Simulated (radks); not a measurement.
Results of a calculation; reference values are marked as such.
Question: These are the eigenvalues of the occupied orbitals of an atom or ion with whole-number occupations (eV). Level of theory: Dirac Kohn-Sham, PBE, spin-unpolarised, spherical densities, finite nucleus; Fermi nuclear charge, rms radius of each element as measured or else 0.836 A^(1/3) + 0.57 fm (a radial shooting solver on a logarithmic mesh with Libxc functionals).

| orbital | eigenvalue |
|---|---|
| 1s1/2 | -4396.572 |
| 2s1/2 | -474.2315 |
| 2p1/2 | -391.2615 |
| 2p3/2 | -386.6198 |
| 3s1/2 | -55.0309 |
| 3p1/2 | -33.9596 |
| 3p3/2 | -33.4499 |
| 4s1/2 | -4.1828 |
| 3d3/2 | -3.2526 |
| 3d5/2 | -3.2223 |

Which element is it, and in what charge state? The configuration may be excited. Open shells, if any, are shared by 2j + 1.

Answer: Z = 21, scandium, charge 0: Sc in [Ar] 3d1 4s2. The list shows which subshells hold electrons but not how many an open one holds; the 1s level, -161.57 hartree, gives Z - s = 18.0 by -(Z - s)^2/2, which with screening and relativity narrows Z to a few neighbours, and the depths of the outer levels then fix element, charge and occupations together.
